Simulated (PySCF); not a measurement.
H₃BO, SMILES `BO` (H–B–O–H torsion 180°), neutral singlet in the gas phase. 

Cartesian coordinates (Å):
```xyz
5

B     -0.4193    -0.0386     0.0017
O      0.8592    -0.4652     0.0092
H     -1.2683    -0.8809     0.0234
H     -0.6730     1.1358    -0.0254
H      1.5015     0.2490    -0.0088
```
Charge 0, multiplicity 1.

All levels are single points at this geometry (PBE0-D3(BJ)/def2-TZVP); Pople sets use spherical d functions. Orbital energies aren't observables, and empty levels follow the basis.

```json
[
 {"level": "TPSSh-D3(BJ)/def2-TZVP in PySCF", "HOMO (eV)": "-8.18", "LUMO (eV)": "-0.78", "gap (eV)": "7.40", "dipole (D)": "1.60", "vertical IE, Delta-SCF (eV)": "–"},
 {"level": "M06-2X/6-31G* in PySCF", "HOMO (eV)": "-10.08", "LUMO (eV)": "1.25", "gap (eV)": "11.34", "dipole (D)": "1.71", "vertical IE, Delta-SCF (eV)": "–"},
 {"level": "PBE/6-31G* in PySCF", "HOMO (eV)": "-7.08", "LUMO (eV)": "-0.90", "gap (eV)": "6.18", "dipole (D)": "1.75", "vertical IE, Delta-SCF (eV)": "11.32"},
 {"level": "SVWN5/6-31G* in PySCF", "HOMO (eV)": "-7.07", "LUMO (eV)": "-1.15", "gap (eV)": "5.92", "dipole (D)": "1.80", "vertical IE, Delta-SCF (eV)": "11.34"},
 {"level": "HF/3-21G in PySCF", "HOMO (eV)": "-12.41", "LUMO (eV)": "3.91", "gap (eV)": "16.32", "dipole (D)": "1.94", "vertical IE, Delta-SCF (eV)": "–"},
 {"level": "HF/STO-3G in PySCF", "HOMO (eV)": "-10.71", "LUMO (eV)": "8.34", "gap (eV)": "19.05", "dipole (D)": "1.53", "vertical IE, Delta-SCF (eV)": "–"}
]
```
